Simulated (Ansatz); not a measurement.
MoOF₄: single points at one geometry.

```yaml
crystal:
  periodic: [false, false, false]
  atoms:
    - {symbol: Mo, position_ang: [0.000065, -0.000165, 0.043257]}
    - {symbol: O, position_ang: [0.002617, -0.006586, 1.708779]}
    - {symbol: F, position_ang: [1.789066, 0.013291, -0.440709]}
    - {symbol: F, position_ang: [-0.012263, 1.791418, -0.431094]}
    - {symbol: F, position_ang: [-1.790412, -0.009911, -0.435314]}
    - {symbol: F, position_ang: [0.010918, -1.788038, -0.444929]}
basis:
  gaussian: {orbitals: def2-SVP, initial_orbitals: start.molden}
correlation: {method: ccsd_t}
scf: {omitted_lower_state_checks: [starts]}
output: {orbitals: {seedname: orbitals}}
```

The file start.molden holds the orbitals of an earlier run on this structure, at another level or in another basis.

```sh
$ ansatz run in.yaml --threads 4 --pin off --events-out ev --progress --plain --max-ram 3916MiB
```

Shortened log:

```
Functional definition: HF
965 factors; integrals over basis functions are off by at most 1.1e-3 eV
mean field evaluation 1: about -14687.6188 eV, gradient 2.8e1 eV
mean field evaluation 2: about -14689.1859 eV, gradient 2.0e0 eV
mean field evaluation 4: about -14689.5608 eV, gradient 1.5e0 eV
mean field evaluation 8: about -14689.5651 eV, gradient 2.3e-4 eV
mean field -14689.56506531 eV, -539.8315592055 hartree, gradient 3.7e-6 eV, S^2 0.000000; 0 other end points of the search recorded, 0 dependent functions left out
5 core orbitals not correlated: weight in the atoms' cores, before any rotation towards them, 1.000 or more for the frozen orbitals, at most 0.000 for the correlated occupied ones
reference -14689.56506531 eV, -539.8315592055 hartree; 24, 24 occupied and 72, 72 virtual orbitals, 965 factors
second order -38.35377518 eV of doubles, -0.00000000 eV of singles
cycle   1  -33.53970110 eV  change     4.8e0 eV  update   3.6e-1
cycle   2  -35.85293983 eV  change    -2.3e0 eV  update   2.7e-1
cycle   3  -36.16788333 eV  change   -3.1e-1 eV  update   4.7e-2
cycle   4  -36.21669830 eV  change   -4.9e-2 eV  update   2.3e-2
cycle   5  -36.18312149 eV  change    3.4e-2 eV  update   6.6e-3
cycle   6  -36.18177529 eV  change    1.3e-3 eV  update   3.1e-3
cycle   7  -36.18301957 eV  change   -1.2e-3 eV  update   1.3e-3
cycle   8  -36.18238690 eV  change    6.3e-4 eV  update   5.9e-4
cycle   9  -36.18211455 eV  change    2.7e-4 eV  update   1.6e-4
cycle  10  -36.18236444 eV  change   -2.5e-4 eV  update   8.0e-5
cycle  11  -36.18230290 eV  change    6.2e-5 eV  update   3.9e-5
cycle  12  -36.18226150 eV  change    4.1e-5 eV  update   1.5e-5
perturbative correction -1.61769798 eV, -0.0594493043 hartree
Total energy: -14727.36502480 eV, -541.2206820947 hartree
Checks for a lower state left out: starts
```

Hardware: 4 threads of Arm Neoverse V2 on a shared host. Wall time 3.1 s.

The first input with `gaussian: {orbitals: def2-TZVP, initial_orbitals: start.molden}`, `hamiltonian: {xc: {name: B2PLYP}}` and without the key `correlation`, `output` (abridged; 4.5 s):

```
Functional definition: B2PLYP
mean field -14756.42910051 eV, -542.2887671768 hartree, gradient 4.5e-6 eV, S^2 0.000000
5 core orbitals not correlated: weight in the atoms' cores, before any rotation towards them, 1.000 or more for the frozen orbitals, at most 0.000 for the correlated occupied ones
second order -60.38237732 eV of doubles, -0.00000000 eV of singles
Total energy: -14772.73250277 eV, -542.8879061589 hartree
Checks for a lower state left out: starts
```

Geometry: PBE-D4/def2-SVP.

In the def2 sets Mo takes a core potential; there is no spin–orbit coupling. Correlated methods freeze 5 core orbitals; core or outer-core shells of Mo are correlated, in sets that lack core-valence functions.
